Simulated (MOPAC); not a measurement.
A run for MOPAC: PM7 on iminoborane (SMILES B=N), a point of a bond scan (R = 1.339 Å).

```
PM7 1SCF PRECISE CHARGE=0 THREADS=1
BH2N

B     -0.00000000 1    -0.00000000 1    -0.69205561 1
N      0.00000000 1     0.00000000 1     0.54091709 1
H     -0.00000000 1    -0.00000000 1    -1.85891024 1
H      0.00000000 1     0.00000000 1     1.87991666 1
```

Program output:

```
*******************************************************************************
 **                                                                           **
 **                              MOPAC v23.2.5                                **
 **                                                                           **
 *******************************************************************************
 ** MOPAC's Digital Object Identifier: https://doi.org/10.5281/zenodo.6511958 **
 **                                                                           **
 ** Please cite the open-source release paper for use of this MOPAC version:  **
 ** J. E. Moussa and J. J. P. Stewart (2026)                                  **
 ** MOPAC: An open-source semiempirical molecular orbital program             **
 ** J. Open Source Softw., 11(119), 8025, https://doi.org/10.21105/joss.08025 **
 *******************************************************************************

                              PM7 CALCULATION RESULTS

 *******************************************************************************
 *  PM7        - The PM7 Hamiltonian to be used
 *
 *
 *
 *                 CHARGE ON SYSTEM = 0
 *
 *
 *
 *  PRECISE    - TIGHTER CRITERIA TO BE USED
 *  1SCF       - DO 1 SCF AND THEN STOP
 *  THREADS=1  - MULTI-THREADING NOT USED
 *  T=         - A TIME OF 172800.0 SECONDS REQUESTED
 *  DUMP=N     - RESTART FILE WRITTEN EVERY 7200.0 SECONDS REQUESTED
 *******************************************************************************
PM7 1SCF PRECISE CHARGE=0 THREADS=1
 BH2N

   ATOM   CHEMICAL          X               Y               Z
  NUMBER   SYMBOL      (ANGSTROMS)     (ANGSTROMS)     (ANGSTROMS)

     1       B         -0.00000000  *  -0.00000000  *  -0.69205561  *
     2       N          0.00000000  *   0.00000000  *   0.54091709  *
     3       H         -0.00000000  *  -0.00000000  *  -1.85891024  *
     4       H          0.00000000  *   0.00000000  *   1.87991666  *



          CARTESIAN COORDINATES

    NO.       ATOM           X           Y           Z

     1         B         -0.0000     -0.0000     -0.6921
     2         N          0.0000      0.0000      0.5409
     3         H         -0.0000     -0.0000     -1.8589
     4         H          0.0000      0.0000      1.8799

 General Reference for PM7:
 "Optimization of Parameters for Semiempirical Methods VI: More Modifications to the
 NDDO Approximations and Re-optimization of Parameters", J. J. P. Stewart, J. Mol. Mod., 1:32, 19 (2013)
 https://link.springer.com/article/10.1007/s00894-012-1667-x

           Empirical Formula: H2 N B  =     4 atoms



      MOLECULAR POINT GROUP   :   C*v


      RHF CALCULATION, NO. OF DOUBLY OCCUPIED LEVELS = 5


 -------------------------------------------------------------------------------
 PM7 1SCF PRECISE CHARGE=0 THREADS=1
 BH2N



     1SCF WAS SPECIFIED, SO BFGS WAS NOT USED
     SCF FIELD WAS ACHIEVED


                              PM7 CALCULATION
                                                       MOPAC v23.2.5 Linux




          FINAL HEAT OF FORMATION =         21.42053 KCAL/MOL =      89.62348 KJ/MOL


          COSMO AREA              =         68.17 SQUARE ANGSTROMS
          COSMO VOLUME            =         49.39 CUBIC ANGSTROMS

          IONIZATION POTENTIAL    =         11.427932 EV
          HOMO LUMO ENERGIES (EV) =        -11.428  0.927
          NO. OF FILLED LEVELS    =          5
          MOLECULAR WEIGHT        =         26.8325         POINT GROUP:  C*v

          MOLECULAR DIMENSIONS (Angstroms)

            Atom       Atom       Distance
            H     4    H     3     3.73883
            H     4    H     3     0.00000
            B     1    N     2     0.00000


          SCF CALCULATIONS        =          1





   ATOM   CHEMICAL          X               Y               Z
  NUMBER   SYMBOL      (ANGSTROMS)     (ANGSTROMS)     (ANGSTROMS)

     1       B         -0.00000000  *  -0.00000000  *  -0.69205561  *
     2       N          0.00000000  *   0.00000000  *   0.54091709  *
     3       H         -0.00000000  *  -0.00000000  *  -1.85891024  *
     4       H          0.00000000  *   0.00000000  *   1.87991666  *

                             CARTESIAN COORDINATES

   1    B       -0.000000000    -0.000000000    -0.692055610
   2    N        0.000000000     0.000000000     0.540917090
   3    H       -0.000000000    -0.000000000    -1.858910240
   4    H        0.000000000     0.000000000     1.879916660


           Empirical Formula: H2 N B  =     4 atoms



      MOLECULAR POINT GROUP   :   C*v


                  EIGENVALUES
 -31.85191 -16.10817 -12.80861 -11.42793 -11.42793   0.92694   0.92694   1.69133
   5.26547   6.92239


              NET ATOMIC CHARGES AND DIPOLE CONTRIBUTIONS

  ATOM NO.   TYPE          CHARGE      No. of ELECS.   s-Pop       p-Pop
    1          B           0.115370        2.8846     0.71229     2.17234
    2          N          -0.578056        5.5781     1.66052     3.91754
    3          H           0.040030        0.9600     0.95997
    4          H           0.422656        0.5773     0.57734
 DIPOLE           X         Y         Z       TOTAL
 POINT-CHG.     0.000     0.000     1.574     1.574
 HYBRID        -0.000    -0.000     1.019     1.019
 SUM           -0.000    -0.000     2.593     2.593


          ATOMIC ORBITAL ELECTRON POPULATIONS

     Atom    s        px        py        pz
    1  B   0.71229   0.64928   0.64928   0.87379
    2  N   1.66052   1.35072   1.35072   1.21610
    3  H   0.95997
    4  H   0.57734

 **********************
 *                    *
 * JOB ENDED NORMALLY *
 *                    *
 **********************




 == MOPAC DONE ==
```

The run finished.

Cost: very roughly 0.020 core-seconds.
